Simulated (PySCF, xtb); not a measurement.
H7NO2Si2, SMILES O([Si@@H](O)N)[SiH3].

GFN2-xTB (xtb 6.7.1) at its own geometry gives an orbital gap of 5.81 eV and a dipole moment of 1.79 D.

The structure is a stationary point at B3LYP-D3(BJ)/def2-SVP. The structure was generated by enumeration; whether it is a known compound was not checked. Other conformers were not sampled.

Question: What does PBE/def2-TZVP run with PySCF give? (The exact figures need the calculation; the answer reports its results.)

Answer: gap 5.89 eV (levels -6.38 and -0.49 eV), dipole 2.21 D.
